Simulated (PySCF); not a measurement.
C₃H₇O (SMILES [CH2-]OCC), charge -1, singlet, geometry from GFN2-xTB (in this run its highest filled SCF level lies above zero, so its values depend strongly on the basis, on diffuse functions most of all); CCSD(T)/STO-3G in PySCF.

Input for PySCF:
```python
from pyscf import gto, scf, cc

mol = gto.M(
    atom='''
O     0.036114   -0.775937    0.000887
C     0.026061    0.600664   -0.000468
C     1.381985   -1.384159    0.006902
C    -1.406966    1.147588   -0.006777
H     0.560203    1.006965    0.891887
H     0.567395    1.005265   -0.889256
H     1.929303   -0.905866   -0.880265
H     1.922124   -0.904169    0.897544
H    -1.931208    0.789925   -0.890913
H    -1.938334    0.791610    0.873778
H    -1.404874    2.239205   -0.007811
''',
    basis='sto-3g',
    charge=-1,
    spin=0,
    verbose=4,
)

mf = scf.RHF(mol)
mf.kernel()

mycc = cc.CCSD(mf)
mycc.kernel()
et = mycc.ccsd_t()
print('E(CCSD(T)) = %.10f' % (mycc.e_tot + et))
```

The log (banner, timings and long lists left out):

```
PySCF version 2.14.0

[INPUT] verbose = 4
[INPUT] num. atoms = 11
[INPUT] num. electrons = 34
[INPUT] charge = -1
[INPUT] spin (= nelec alpha-beta = 2S) = 0
[INPUT] symmetry False subgroup None
[INPUT] Mole.unit = angstrom
[INPUT] Symbol           X                Y                Z      unit          X                Y                Z       unit  Magmom
[INPUT]  1 O      0.036114000000  -0.775937000000   0.000887000000 AA    0.068245569263  -1.466308419917   0.001676187072 Bohr   0.0
[INPUT]  2 C      0.026061000000   0.600664000000  -0.000468000000 AA    0.049248152532   1.135090452886  -0.000884391826 Bohr   0.0
[INPUT]  3 C      1.381985000000  -1.384159000000   0.006902000000 AA    2.611573158257  -2.615681422852   0.013042889712 Bohr   0.0
[INPUT]  4 C     -1.406966000000   1.147588000000  -0.006777000000 AA   -2.658780406575   2.168627023837  -0.012806673946 Bohr   0.0
[INPUT]  5 H      0.560203000000   1.006965000000   0.891887000000 AA    1.058630244160   1.902888067023   1.685422164060 Bohr   0.0
[INPUT]  6 H      0.567395000000   1.005265000000  -0.889256000000 AA    1.072221154448   1.899675532611  -1.680450294626 Bohr   0.0
[INPUT]  7 H      1.929303000000  -0.905866000000  -0.880265000000 AA    3.645854281302  -1.711838645555  -1.663459767040 Bohr   0.0
[INPUT]  8 H      1.922124000000  -0.904169000000   0.897544000000 AA    3.632287937453  -1.708631780322   1.696112344747 Bohr   0.0
[INPUT]  9 H     -1.931208000000   0.789925000000  -0.890913000000 AA   -3.649454209569   1.492741908947  -1.683581570815 Bohr   0.0
[INPUT] 10 H     -1.938334000000   0.791610000000   0.873778000000 AA   -3.662920397933   1.495926097467   1.651201113670 Bohr   0.0
[INPUT] 11 H     -1.404874000000   2.239205000000  -0.007811000000 AA   -2.654827099522   4.231484186757  -0.014760650759 Bohr   0.0

nuclear repulsion = 124.38036654824
number of shells = 19
number of NR pGTOs = 81
number of NR cGTOs = 27
basis = sto-3g
ecp = {}

******** <class 'pyscf.scf.hf.RHF'> ********
method = RHF
initial guess = minao
damping factor = 0
level_shift factor = 0
DIIS = <class 'pyscf.scf.diis.CDIIS'>
diis_start_cycle = 1
diis_space = 8
diis_damp = 0
SCF conv_tol = 1e-09
SCF conv_tol_grad = None
SCF max_cycles = 50
direct_scf = True
direct_scf_tol = 1e-13
Set gradient conv threshold to 3.16228e-05
Initial guess from minao.
init E= -190.296927706115
  HOMO = -0.098365210658807  LUMO = 0.35183849217618  gap/eV = 12.25067
cycle= 1 E= -189.760824488928  delta_E= 0.536  |g|= 0.498  |ddm|=  3.9
  HOMO = 0.200673158498167  LUMO = 0.789031793185339  gap/eV = 16.01005
cycle= 2 E= -189.852647618657  delta_E= -0.0918  |g|= 0.128  |ddm|= 0.877
  HOMO = 0.129288458121046  LUMO = 0.79988449900243  gap/eV = 18.24785
cycle= 3 E= -189.858841457434  delta_E= -0.00619  |g|= 0.0351  |ddm|= 0.22
  HOMO = 0.115403607704104  LUMO = 0.798058754904071  gap/eV = 18.57599
cycle= 4 E= -189.859645276625  delta_E= -0.000804  |g|= 0.0087  |ddm|= 0.0967
  HOMO = 0.117786990178249  LUMO = 0.8003275750728  gap/eV = 18.57288
cycle= 5 E= -189.85970110067  delta_E= -5.58e-05  |g|= 0.00164  |ddm|= 0.0296
  HOMO = 0.117249703844922  LUMO = 0.800260797285803  gap/eV = 18.58568
cycle= 6 E= -189.859702957626  delta_E= -1.86e-06  |g|= 0.00019  |ddm|= 0.00569
  HOMO = 0.117184012193883  LUMO = 0.800280767608168  gap/eV = 18.58801
cycle= 7 E= -189.859702979777  delta_E= -2.22e-08  |g|= 5.78e-05  |ddm|= 0.000458
  HOMO = 0.117184415592189  LUMO = 0.800290659701041  gap/eV = 18.58827
cycle= 8 E= -189.859702982003  delta_E= -2.23e-09  |g|= 1.08e-05  |ddm|= 0.000155
  HOMO = 0.11718594453461  LUMO = 0.800289382495403  gap/eV = 18.58819
cycle= 9 E= -189.859702982083  delta_E= -7.99e-11  |g|= 1.95e-06  |ddm|= 2.92e-05
  HOMO = 0.117185680266813  LUMO = 0.800289694036282  gap/eV = 18.58821
Extra cycle  E= -189.859702982086  delta_E= -2.61e-12  |g|= 8.12e-07  |ddm|= 4.03e-06
converged SCF energy = -189.859702982086

******** <class 'pyscf.cc.ccsd.CCSD'> ********
CC2 = 0
CCSD nocc = 17, nmo = 27
max_cycle = 50
direct = 0
conv_tol = 1e-07
conv_tol_normt = 1e-05
diis_space = 6
diis_start_cycle = 0
diis_start_energy_diff = 1e+09
Init t2, MP2 energy = -190.039494122481  E_corr(MP2) -0.179791140395373
Init E_corr(CCSD) = -0.179791140395675
cycle = 1  E_corr(CCSD) = -0.218792225154935  dE = -0.0390010848  norm(t1,t2) = 0.0579938
cycle = 2  E_corr(CCSD) = -0.231477575116559  dE = -0.01268535  norm(t1,t2) = 0.0205503
cycle = 3  E_corr(CCSD) = -0.238214970243981  dE = -0.00673739513  norm(t1,t2) = 0.0087731
cycle = 4  E_corr(CCSD) = -0.238714368009135  dE = -0.000499397765  norm(t1,t2) = 0.00202621
cycle = 5  E_corr(CCSD) = -0.238677484438676  dE = 3.68835705e-05  norm(t1,t2) = 0.000957553
cycle = 6  E_corr(CCSD) = -0.238667847759125  dE = 9.63667955e-06  norm(t1,t2) = 0.000281178
cycle = 7  E_corr(CCSD) = -0.238661317172595  dE = 6.53058653e-06  norm(t1,t2) = 0.000126582
cycle = 8  E_corr(CCSD) = -0.238659472903953  dE = 1.84426864e-06  norm(t1,t2) = 3.83986e-05
cycle = 9  E_corr(CCSD) = -0.238658713468953  dE = 7.59435e-07  norm(t1,t2) = 1.45712e-05
cycle = 10  E_corr(CCSD) = -0.238659406124275  dE = -6.92655322e-07  norm(t1,t2) = 5.62728e-06
cycle = 11  E_corr(CCSD) = -0.238659663765558  dE = -2.57641283e-07  norm(t1,t2) = 1.69773e-06
cycle = 12  E_corr(CCSD) = -0.238659755600966  dE = -9.18354086e-08  norm(t1,t2) = 6.41788e-07
CCSD converged
E(CCSD) = -190.0983627376865  E_corr = -0.2386597556009665
CCSD(T) correction = -0.00256926392254699
E(CCSD(T)) = -190.1009320016
```
